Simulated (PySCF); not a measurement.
C₆ coefficients of unlike pairs at wB97M-V

Calculated with PySCF 2.14 from the dipole response of each species, C₆(A,B) = (3/π) ∫ α_A(iu) α_B(iu) du, in atomic units, from isotropic polarisabilities. For ions this is the dispersion term alone; charge-induced terms of lower order in 1/R come first.

| species | configuration | basis | relativity | α (bohr³) | C₆ (like pair) |
| --- | --- | --- | --- | --- | --- |
| Ge | [Ar] 3d10 4s2 4p2 (3P) | aug-cc-pwCVTZ-PP with ECP10MDF (8s7p6d4f1g) | core potential | 42.66 | 362.2 |
| Hg | [Xe] 4f14 5d10 6s2 (1S) | aug-cc-pwCVTZ-PP with ECP60MDF (8s8p7d4f3g) | core potential | 38.94 | 377.3 |
| Mo²⁺ | [Kr] 4d4 (5D) | def2-TZVPPD with the def2 core potential (28 electrons) (6s4p3d2f1g) | core potential | 9.467 | 49.30 |

Question: Estimate C₆ for Hg with Ge.

Answer: The integral gives 365.4. The combination rule 2 C_A C_B / (C_A α_B/α_A + C_B α_A/α_B) gives 367.4 and the geometric mean 369.7.

No spin-orbit coupling is included.

The other pairs:

```csv
pair,C₆
"Mo²⁺, Ge",119.0
"Mo²⁺, Hg",129.4
```
